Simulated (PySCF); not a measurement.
CaF, SMILES [F][Ca+], charge +1.

Geometry: B3LYP-D3(BJ)/def2-TZVPD. The spin state was assumed, not searched.

Method: HF/def2-TZVPD (PySCF).

The molecule is in vacuum.

```json
{
 "total_energy": "-776.10358 hartree",
 "point_group": "C∞v",
 "highest_occupied_level": "-19.65 eV",
 "lowest_empty_level": "-5.38 eV",
 "orbital_gap": "14.27 eV",
 "dipole_moment_about_the_centre_of_nuclear_charge": "9.12 D",
 "mean_static_polarisability": "10.3 bohr³ (1.53 Å³)",
 "polarisability_principal_values": "8.7, 8.7, 13.6 bohr³"
}
```
